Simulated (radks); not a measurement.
Excited configurations of Cu+: one electron is placed in a higher orbital outside [Ar] 3d9. The ground configuration is [Ar] 3d10. All-electron calculation, Dirac Kohn-Sham, PBE, spin-unpolarised, spherical densities, finite nucleus; open shells fill j = l - 1/2 first; Fermi nuclear charge, rms radius 3.8823 fm. Program: a radial shooting solver on a logarithmic mesh with Libxc functionals. Excitation = E - E(ground); binding = E(ion) - E, where the ion is the core of charge +2; n* = 2/sqrt(2 binding) in atomic units, and the quantum defect is n - n*.

outer orbital,excitation (eV),binding (eV),n*,quantum defect,eigenvalue (eV),<r> (bohr)
5s1/2,13.994,7.219,2.746,2.254,-5.675,5.830
5p1/2,15.545,5.669,3.099,1.901,-4.394,6.994
5d3/2,17.643,3.570,3.905,1.095,-2.718,10.38
6s1/2,17.220,3.993,3.692,2.308,-3.186,10.56
6p1/2,17.885,3.328,4.044,1.956,-2.647,12.24
6d3/2,18.867,2.346,4.816,1.184,-1.854,16.69
7s1/2,18.664,2.549,4.621,2.379,-2.060,16.66
7p1/2,19.015,2.198,4.976,2.024,-1.776,18.89
7d3/2,19.558,1.655,5.735,1.265,-1.334,24.42
7f5/2,19.980,1.233,6.643,0.357,-0.993,31.83

The Delta-SCF ionisation energy is 21.213 eV (NIST Atomic Spectra Database: 20.292 eV, measured). Self-interaction in the functional shifts the binding energies and quantum defects, so they are the method's values and not measured ones. Spin polarisation and multiplet splitting are left out, so open shells lie too high by an amount that depends on their filling.

Beside tabulated values, note that spin-unpolarised runs miss the spin-polarisation part of the exchange energy of open shells.
